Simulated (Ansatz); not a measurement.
In12P12H30, a nanocrystal cut from wurtzite InP (hydrogen-capped). Total charge 0; singlet. Geometry PBE-D4/def2-SVP; atoms count from 1.

Cartesian coordinates in Å:
```
In -1.6744 -4.0805 2.3294
P -0.7091 -2.7978 4.4699
In -1.9495 -3.4652 -1.4806
P -3.4655 -1.6658 -2.6659
P -1.0420 -2.2675 0.5594
In -2.3701 -0.0798 0.8609
In 0.4293 -0.4626 4.3164
P -1.2829 0.9609 3.0100
In -2.7058 0.8067 -3.1667
P -1.7293 1.6138 -0.9726
In -3.0765 3.8441 -0.7983
In -0.2387 3.3149 2.8251
P -2.0326 4.6760 1.5205
P 0.0443 -3.4117 -3.2019
In 1.5053 -2.0073 0.2690
P 2.2125 -0.7777 2.4762
In 1.4231 -1.2471 -3.7975
P -0.5986 0.2198 -4.6352
P 2.0219 -0.2521 -1.5457
In 0.7951 2.0021 -1.3140
In 3.4115 1.4992 2.2677
P 1.5725 2.8392 1.0480
In 4.5824 0.0379 -1.9699
P 5.1928 1.0815 0.4170
H -3.3998 -4.0701 2.5617
H -0.6213 -5.4537 2.1379
H -1.7027 -2.6783 5.4942
H 0.2008 -3.6251 5.2038
H -2.7231 -5.0230 -1.4716
H -4.6109 -1.5342 -1.8183
H -4.1385 -2.2316 -3.7977
H -4.0908 -0.3106 1.0483
H 0.9828 0.1839 5.8333
H -2.3556 1.1406 3.9455
H -3.9039 1.6486 -4.1053
H -4.7356 3.4778 -0.4183
H -2.4645 4.9711 -1.9758
H 0.3001 4.0456 4.3087
H -3.0590 4.9772 2.4728
H -1.5051 6.0025 1.4057
H -0.2840 -4.1493 -4.3860
H 1.0087 -4.3289 -2.6761
H 2.3575 -3.5175 0.0636
H 3.1937 -1.6194 3.0982
H 2.5442 -1.5587 -5.0903
H -0.9903 -0.1602 -5.9605
H -0.0205 1.4851 -4.9706
H 1.1761 3.1535 -2.5704
H 4.0312 2.1900 3.7388
H 2.1776 4.1218 0.8317
H 5.3415 -1.5289 -1.9633
H 4.8274 1.3490 -3.0889
H 6.2446 0.3450 1.0512
H 5.9036 2.3168 0.2765
```

In the def2 sets In takes a core potential; there is no spin–orbit coupling. Single mean-field runs in def2-SVP are fitted with def2-universal-jkfit.

Q: Estimate the Mulliken populations of the heavy atoms from the PBE0/def2-SVP orbitals of Ansatz.

A: 
```json
{"atom": "In1", "charge (e)": "0.28"}
{"atom": "P2", "charge (e)": "-0.21"}
{"atom": "In3", "charge (e)": "0.39"}
{"atom": "P4", "charge (e)": "-0.24"}
{"atom": "P5", "charge (e)": "-0.53"}
{"atom": "In6", "charge (e)": "0.41"}
{"atom": "In7", "charge (e)": "0.38"}
{"atom": "P8", "charge (e)": "-0.39"}
{"atom": "In9", "charge (e)": "0.39"}
{"atom": "P10", "charge (e)": "-0.53"}
{"atom": "In11", "charge (e)": "0.28"}
{"atom": "In12", "charge (e)": "0.38"}
{"atom": "P13", "charge (e)": "-0.21"}
{"atom": "P14", "charge (e)": "-0.24"}
{"atom": "In15", "charge (e)": "0.41"}
{"atom": "P16", "charge (e)": "-0.39"}
{"atom": "In17", "charge (e)": "0.39"}
{"atom": "P18", "charge (e)": "-0.24"}
{"atom": "P19", "charge (e)": "-0.53"}
{"atom": "In20", "charge (e)": "0.41"}
{"atom": "In21", "charge (e)": "0.38"}
{"atom": "P22", "charge (e)": "-0.39"}
{"atom": "In23", "charge (e)": "0.28"}
{"atom": "P24", "charge (e)": "-0.21"}
```
Mulliken values depend strongly on the basis.

Q: And the Mayer bond orders between heavy atoms (over 0.3)?

A: In1–P2 0.57 (2.68 Å); In1–P5 0.70 (2.61 Å); P2–In7 0.72 (2.60 Å); In3–P4 0.65 (2.63 Å); In3–P5 0.88 (2.53 Å); In3–P14 0.65 (2.63 Å); P4–In9 0.65 (2.63 Å); P5–In6 0.75 (2.58 Å); P5–In15 0.75 (2.58 Å); In6–P8 0.68 (2.62 Å); In6–P10 0.75 (2.58 Å); In7–P8 0.77 (2.58 Å); In7–P16 0.77 (2.58 Å); P8–In12 0.77 (2.58 Å); In9–P10 0.88 (2.53 Å); In9–P18 0.65 (2.63 Å); P10–In11 0.70 (2.61 Å); P10–In20 0.75 (2.58 Å); In11–P13 0.57 (2.68 Å); In12–P13 0.72 (2.60 Å); In12–P22 0.77 (2.58 Å); P14–In17 0.65 (2.63 Å); In15–P16 0.68 (2.62 Å); In15–P19 0.75 (2.58 Å); P16–In21 0.77 (2.58 Å); In17–P18 0.65 (2.63 Å); In17–P19 0.88 (2.53 Å); P19–In20 0.75 (2.58 Å); P19–In23 0.70 (2.61 Å); In20–P22 0.68 (2.62 Å); In21–P22 0.77 (2.58 Å); In21–P24 0.72 (2.60 Å); In23–P24 0.57 (2.68 Å).
